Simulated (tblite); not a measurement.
C5H9NOSi.
SMILES with atom numbers: `[N:1]#[C:2][SiH:3]1[CH2:4][CH2:5][O:6][CH2:7][CH2:8]1` (hydrogens: H9 on Si3; H10, H11 on C4; H12, H13 on C5; H14, H15 on C7; H16, H17 on C8)

Structure used (GFN2-xTB), in Å, numbered top down from 1:
```xyz
17
C5H9NOSi angstrom
N      2.2904   -1.9223    1.6680
C      1.8236   -1.4207    0.7497
Si     1.0368   -0.5875   -0.7332
C     -0.7781   -1.1526   -0.7981
C     -1.5806   -0.4083    0.2755
O     -1.4688    0.9931    0.1949
C     -0.2363    1.5095    0.6389
C      0.9199    1.2695   -0.3388
H      1.8322   -0.9210   -1.9153
H     -0.8933   -2.2247   -0.6418
H     -1.2043   -0.9193   -1.7745
H     -1.2672   -0.7505    1.2745
H     -2.6487   -0.6141    0.1600
H      0.0156    1.0798    1.6214
H     -0.4081    2.5825    0.7653
H      1.8358    1.6676    0.0967
H      0.7241    1.8309   -1.2531
```

Computed values, GFN2-xTB/tblite, gas phase, harmonic and unscaled. Against measured fundamentals such values can be off by several per cent, at times by over 20. Modes of hydrogen on silicon can be 10 to 20 % off. One conformer, not necessarily the lowest.

Harmonic wavenumbers (cm⁻¹): 56.0, 90.7, 154.0, 192.6, 265.5, 335.2, 361.5, 391.3, 401.1, 535.6, 571.7, 583.5, 605.4, 701.5, 715.1, 789.5, 817.5, 894.1, 953.6, 987.1, 1005.1, 1052.9, 1096.5, 1145.7, 1154.2, 1196.7, 1247.3, 1285.2, 1305.2, 1340.3, 1351.0, 1456.2, 1459.4, 1471.5, 1476.2, 2266.5, 2349.0, 2854.1, 2854.7, 2954.2, 2955.1, 2983.7, 2987.4, 2995.8, 2999.3.

A = 2566, B = 1300, C = 1196 MHz; mass 127.045 u (most abundant isotopes); point group Cs, symmetry number 1.

Problem. What is the zero-point energy?

Solution. ½Σν̃ = 28823 cm⁻¹ = 82.41 kcal/mol.

Problem. Entropy at 500 K, 1 bar (ideal gas, RRHO, classical rotation)?

Solution. Translation 43.03, rotation 30.32, vibration 40.99: S = 114.3 cal/(mol K).

Problem. And Cp and H(500 K) − H(0)?

Solution. Cp = 51.55 cal/(mol K), of which vibrations give 43.60 (their classical limit is 45 R = 89.4); H(500 K) − H(0) = 14.97 kcal/mol without the zero-point energy, 11.00 from vibrations.

Problem. How do the functions run with temperature in this model?

Solution. 
```
T (K)  S (cal/(mol K))  Cp (cal/(mol K))  H − H(0) (kcal/mol)  G − H(0) (kcal/mol)  ln q(vib)
  100             66.4              15.9                 1.15                -5.49       1.13
  200             80.3              25.3                 3.21               -12.84       3.07
  300             92.4              35.0                 6.23               -21.48       5.17
  800            142.3              67.3                33.01               -80.84      16.06
 1000            158.1              74.1                47.19              -110.91      20.13
```

q(vib) and H(0) count from the zero-point level.

Problem. Which modes carry the vibrational entropy at 500 K?

Solution. 56.0 cm⁻¹: 5.62; 90.7 cm⁻¹: 4.66; 154.0 cm⁻¹: 3.62; 192.6 cm⁻¹: 3.19; 265.5 cm⁻¹: 2.57; 335.2 cm⁻¹: 2.13 cal/(mol K); the other 39 give 19.20 together.

Problem. What must be added to the electronic energy to get the Gibbs energy at 500 K and 1 bar?

Solution. ZPE + [H(500 K) − H(0)] − T·S = 82.41 + 14.97 − 57.17 = 40.21 kcal/mol.

Hindered rotation and anharmonicity are outside this model. Other conformers, if any are populated, would add a mixing term that is left out.
